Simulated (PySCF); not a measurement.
Two species compared at the same levels of theory.

First species: C6H8SSi.
Geometry (GFN2-xTB, Å), atoms numbered from 1 in this order:
```xyz
16
C6H8SSi angstrom
Si     3.1089    0.4723    0.1950
S      1.7830   -1.2214    0.1216
C      0.2449   -0.4464   -0.1276
C     -0.2038    0.8023   -0.2854
C     -1.6528    0.3752   -0.3624
C     -2.3107    0.1818    0.9871
C     -1.8572   -1.0576    1.1440
C     -1.1286   -1.0797   -0.1794
H      4.4024   -0.1624    0.3759
H      2.9994    1.1919   -1.0671
H      2.7138    1.3055    1.3230
H      0.2511    1.7741   -0.2937
H     -2.2517    0.6988   -1.2059
H     -2.8904    0.8601    1.5844
H     -1.9114   -1.7950    1.9219
H     -1.3044   -1.8906   -0.8753
```

Second species: C₂H₇NS₂Si.
Numbering: `[NH2:1][SiH:2]1[S:3][CH2:4][CH2:5][S:6]1` (hydrogens: H7, H8 on N1; H9 on Si2; H10, H11 on C4; H12, H13 on C5)

Geometry (GFN2-xTB, Å), atoms numbered from 1 in this order:
```
atom  x, y, z in Å
N1     2.4346    0.0832   -0.4447
Si2    1.1596   -0.1040    0.6840
S3    -0.1406   -1.6920    0.0609
C4    -1.3996   -0.5783   -0.6531
C5    -1.6461    0.6097    0.2465
S6    -0.1272    1.5978    0.4641
H7     2.9318    0.9581   -0.4844
H8     3.0532   -0.6911   -0.6242
H9     1.4588   -0.3201    2.0926
H10   -2.3070   -1.1712   -0.7658
H11   -1.0486   -0.2604   -1.6351
H12   -1.9855    0.2910    1.2328
H13   -2.3878    1.2778   -0.1913
```

Levels: CAM-B3LYP/def2-SVPD for HOMO energy, LUMO energy, HOMO–LUMO gap and static isotropic polarisability; TDDFT CAM-B3LYP/def2-SVPD for lowest singlet excitation; TDA CAM-B3LYP/def2-SVPD for lowest triplet excitation (Tamm–Dancoff). Geometries: GFN2-xTB. Each structure is a single optimised conformer of the isolated species, non-relativistic unless stated; the electronic structure was computed with PySCF and density fitting.

Dipoles, sizes and rotational constants follow the conformer. The torsions of the flexible species, by atom-mapped SMILES:
- `[SiH3:1][S:2][C:3]1=[CH:4][C@@H:5]2[CH:6]=[CH:7][C@H:8]12`: Si1–S2–C3–C4 1°

The conformers of `N[SiH]1SCCS1` aren't listed.

(1) Which of the two has the higher HOMO energy, and by how much?

(2) Which has the higher LUMO energy?

(3) Which has the higher S1 energy?

(4) Which of the two has the higher static isotropic polarisability, and by how much?

(5) Which of the two has the higher T1 energy, and by how much?

(6) Which of the two has the higher HOMO–LUMO gap, and by how much?

Results:

(1) The first: -7.51 eV against -8.20 eV, a difference of 0.69 eV.

(2) The first: 0.61 eV against 0.54 eV, a difference of 0.07 eV.

(3) The second: 5.30 eV against 5.09 eV, a difference of 0.21 eV.

(4) The first: 109.5 au against 94.0 au, a difference of 15.5 au.

(5) The second: 4.92 eV against 3.66 eV, a difference of 1.26 eV.

(6) The second: 8.74 eV against 8.12 eV, a difference of 0.62 eV.

On the first: No computed singlet falls in the visible range (750 to 380 nm, 1.65 to 3.26 eV); S1 lies 1.83 eV above its blue end. The principal polarisabilities are 85.9, 106.7 and 136.0 au; their mean is the isotropic value.

On the second: The polarisability is 13.93 Å³ as a volume (1 au = 0.148185 Å³), or 1.31 au for each of the 72 electrons. In wavenumbers S1 is 42700 cm⁻¹ (1 eV = 8065.54 cm⁻¹).
